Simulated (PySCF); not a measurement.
C₃H₅, SMILES C=[C]C, multiplicity 2. The structure is a stationary point at B3LYP-D3(BJ)/def2-TZVP. The isomer is the one that the SMILES or the coordinates give; other isomers of the formula were not compared.

Q: Give the equilibrium geometry at B3LYP-D3(BJ)/def2-TZVP (PySCF confirms it by a frequency run) as bond lengths and angles, and its point group. (An estimate is asked for; the answer gives what the named calculation found.)

A: point group Cs.
Atoms: C1 C2 C3 H4 H5 H6 H7 H8. Bond lengths (Å): C1–C2 1.305, C1–H4 1.085, C1–H5 1.094, C2–C3 1.464, C3–H6 1.100, C3–H7 1.093, C3–H8 1.093. Bond angles (°): C2–C1–H4 122.6, C2–C1–H5 121.4, H4–C1–H5 116.1, C1–C2–C3 140.5, C2–C3–H6 110.8, C2–C3–H7 111.3, C2–C3–H8 111.3, H6–C3–H7 107.9, H6–C3–H8 107.9, H7–C3–H8 107.5.
Charge 0, spin multiplicity 2.
